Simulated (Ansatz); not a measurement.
Abridged output of a molecular run in Ansatz:

```
Functional definition: HF
1480 factors; integrals over basis functions are off by at most 1.2e-3 eV
mean field evaluation 1: about -10734.5909 eV, gradient 3.5e1 eV
mean field evaluation 2: about -10734.7482 eV, gradient 3.5e1 eV
mean field evaluation 4: about -10738.3319 eV, gradient 3.4e0 eV
mean field evaluation 8: about -10738.3870 eV, gradient 1.3e-1 eV
mean field -10738.38709620 eV, -394.6284470450 hartree, gradient 1.5e-6 eV, S^2 0.000000; 0 other end points of the search recorded, 0 dependent functions left out
8 core orbitals not correlated: weight in the atoms' cores, before any rotation towards them, 1.000 or more for the frozen orbitals, at most 0.000 for the correlated occupied ones
reference -10738.38709620 eV, -394.6284470450 hartree; 12, 12 occupied and 241, 241 virtual orbitals, 1480 factors
second order -15.93368582 eV of doubles, -0.00000000 eV of singles
cycle   1  -17.09978888 eV  change    -1.2e0 eV  update   8.5e-2
cycle   2  -17.57437389 eV  change   -4.7e-1 eV  update   2.6e-2
cycle   3  -17.62511953 eV  change   -5.1e-2 eV  update   9.5e-3
cycle   4  -17.62032077 eV  change    4.8e-3 eV  update   3.0e-3
cycle   5  -17.61955877 eV  change    7.6e-4 eV  update   1.2e-3
cycle   6  -17.61937364 eV  change    1.9e-4 eV  update   3.9e-4
cycle   7  -17.61935107 eV  change    2.3e-5 eV  update   1.3e-4
cycle   8  -17.61937962 eV  change   -2.9e-5 eV  update   4.6e-5
cycle   9  -17.61937715 eV  change    2.5e-6 eV  update   1.5e-5
perturbative correction -0.63402353 eV, -0.0232999351 hartree
Total energy: -10756.64049688 eV, -395.2992471474 hartree
```

Its atoms:

Z-matrix (Å, degrees):
```
C
B 1 1.552
H 1 1.093 2 114.5
H 1 1.091 2 116.4 3 130.5
H 1 1.105 2 103.1 3 -113.5
Si 2 2.019 1 124.7 3 -150.2
H 2 1.202 1 117.9 3 33.1
C 6 1.879 2 114.9 1 1.1
H 6 1.496 2 107.7 1 123.2
H 6 1.495 2 109.0 1 -122.1
H 8 1.092 6 111.3 2 179.3
H 8 1.093 6 110.9 2 -60.5
H 8 1.093 6 110.8 2 59.2
```

(1) Which basis set was used?
A. cc-pV(D+d)Z
B. def2-TZVPP
C. def2-SVP
D. def2-TZVPPD

(2) Write the keys of the input that set method, charge and spin (a neutral closed shell needs none for the last two).

Answers

(1) B. It gives 261 functions.

(2) 
```yaml
correlation: {method: ccsd_t}
```
